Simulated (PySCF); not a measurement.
CBr₄: calculation against measurement

Isolated CBr₄, optimised in PySCF with density fitting and no spin–orbit coupling; def2 sets carry scalar-relativistic core potentials from Rb on. It is a singlet of Td symmetry: PBE/def2-SVP C–Br 1.957 Å (×4).

Counting electrons, carbon keeps none of its valence electrons outside its bonds, so the VSEPR class is AX4 and the expected shape is tetrahedral (Td), as computed.

**Question.** The tabulated gas-phase entropy at 298.15 K and 1 bar is 358.00 J/(mol K) (Chase, 1998, NIST Chemistry WebBook). What do rigid-rotor harmonic-oscillator sums give?

**Answer.** PBE/def2-SVP 359.6 J/(mol K).

**Question.** ΔfH°(298 K) is 50.21 kJ/mol (Chase, 1998, NIST Chemistry WebBook), and for the gaseous atoms C 716.9, Br 111.8 kJ/mol (tabulated in the package mendeleev). Compare the atomisation enthalpy with the calculations.

**Answer.** From the tables it is 716.9 + 4 × 111.8 − (50.2) = 1114 kJ/mol. To a computed De one adds −ZPE (-17.4), the atoms' spin–orbit lowering from NIST levels (-59.1) and the thermal terms (10.7), all taken at PBE/def2-SVP.
```csv
level,De (kJ/mol),ΔatH°(298 K),computed − tabulated
PBE/def2-SVP,1196,1130,16
```
